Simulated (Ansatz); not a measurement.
Basis-set extrapolation for C$_{3}$H$_{4}$AlF (`C=[C]1[AlH][CH]1F`) (PBE0-D4/def2-TZVP geometry, frozen core, the Gaussian-basis code of Ansatz). Multiplicity 1, RHF reference.

```
                      def2-TZVPP   def2-QZVPP
                 HF  -457.261079  -457.277516
    MP2 correlation    -0.804864    -0.865545
CCSD(T) correlation    -0.869893      not run
```

Energies in hartree. Use E(X) = E(∞) + A·exp(−7.88·√X) for Hartree–Fock and E(X) = E(∞) + B·X^(−2.97) for correlation, with X = 3 and 4, and add CCSD(T) minus MP2 of the smaller set to the MP2 limit.

Q: What is the CCSD(T) energy at the basis-set limit?

A: HF limit: -457.277516 + (-0.016437) × 0.13774 = -457.27978. MP2 limit: -0.865545 + (-0.060681) × 0.74074 = -0.91049. Higher-order term: -0.869893 − (-0.804864) = -0.06503. Total: -458.25530 hartree, 326.4 kJ/mol below CCSD(T)/def2-TZVPP.
